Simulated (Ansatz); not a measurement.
`ClB(Cl)B(Cl)Cl` + HBr → `ClB(Cl)Br` + `ClBCl` at 500 K and 1 bar (cleavage of the B–B bond).

Program: Ansatz. Geometries: PBE0-D4/def2-TZVP. ΔE: electronic, gas phase. CCSD(T)/CBS is the MP2 limit (def2-TZVPP, def2-QZVPP) plus CCSD(T) − MP2 in def2-TZVPP, frozen cores. This one scheme is used for every species. For Br outer-core shells are correlated without core-valence functions, which leaves a few kJ/mol of doubt a bond. Scalar relativity is left out up to krypton. One conformer a species, not always the lowest.

```tsv
species	CCSD(T)/CBS energy (Eh)	H − E (kJ/mol)	S (J/(mol·K))
`ClB(Cl)B(Cl)Cl`	-1888.85539	78.0	425.4
HBr	-2573.91920	30.5	213.7
`ClB(Cl)Br`	-3517.78256	47.4	346.0
`ClBCl`	-945.02167	62.1	296.7
```

H − E and S are ideal-gas, rigid-rotor, harmonic terms from PBE0-D4/def2-TZVP, for one conformer and one mirror image of each species. 1 Eh = 2625.50 kJ/mol, R = 8.31446 J/(mol·K).

**Question.** By hand: ΔE, ΔH, ΔS and ΔG.

**Answer.** ΔE = (-3517.78256) + (-945.02167) − (-1888.85539) − (-2573.91920) = -0.02964 Eh = -77.8 kJ/mol. Δ(H − E) = 47.4 + 62.1 − 78.0 − 30.5 = 1.0, so ΔH = -76.8 kJ/mol. ΔS = 346.0 + 296.7 − 425.4 − 213.7 = 3.6 J/(mol·K). ΔG = -76.8 − 500 × (3.6)/1000 = -78.6 kJ/mol.

**Question.** By hand: the equilibrium constant, and the temperature at which ΔG would vanish if ΔH and ΔS stayed fixed.

**Answer.** log₁₀ K = −ΔG/(RT ln 10) = 8.2. ΔH and −TΔS have one sign here, so there is no such temperature. One of them is within its doubt of zero, so this could turn.

The number of gas molecules stays the same, so ΔS is small and ΔH decides. A doubt of 5 kJ/mol in ΔE shifts log₁₀ K by 0.5 here. Other conformers and mirror images would add mixing entropy, several J/(mol·K) or more a flexible species. Modes under 60 cm⁻¹, often nearly free rotors, make the harmonic entropy too high. These are equilibria of isolated gas molecules and say nothing of rates. Largest T1 diagnostic: 0.013 (customary marks: 0.02 for closed shells, 0.045 for open ones).
